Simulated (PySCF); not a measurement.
A GIAO shielding run with PySCF 2.14 (density fitting, non-relativistic, gas phase) on SiCl3(SeBu), C$_{4}$H$_{9}$Cl$_{3}$SeSi:

```
{"job": {"kind": "nmr", "xc": "PBE0", "basis": "pcSseg-1"}, "charge": 0, "multiplicity": 1}
C     -2.230323    -1.102839    -0.645824
C     -1.432973    -0.022460     0.065657
C     -0.347595     0.580588    -0.812156
C      0.508126     1.647686    -0.155433
Se     1.453104     1.125251     1.505312
Si     2.681743    -0.533563     0.640830
Cl     1.642644    -2.288754     0.368428
Cl     4.217418    -0.925197     1.936357
Cl     3.436381    -0.016604    -1.200534
H     -1.578238    -1.939762    -0.942622
H     -3.021585    -1.511091     0.000548
H     -2.711866    -0.716899    -1.558968
H     -0.967476    -0.442635     0.973060
H     -2.107147     0.780816     0.412940
H      0.296742    -0.222079    -1.209726
H     -0.810258     1.047777    -1.701324
H      1.278019     2.026932    -0.841066
H     -0.099969     2.501844     0.180778
```

Hardware: 1 thread of an Arm Neoverse V1, shared host. The job also computes population analyses, field gradients.

(1) How large is the calculation?

(2) How long does it take?

(3) And these other runs on the same molecule and hardware: GIAO shielding at PBE/pcSseg-1?

Answers

(1) 132 electrons, 250 basis functions and 1461 auxiliary functions.

(2) 64 s of wall time, with 12 SCF cycles and 5 response iterations. Times on a shared host scatter by some tens of per cent.

(3) PBE/pcSseg-1: 250 functions, 73 s.
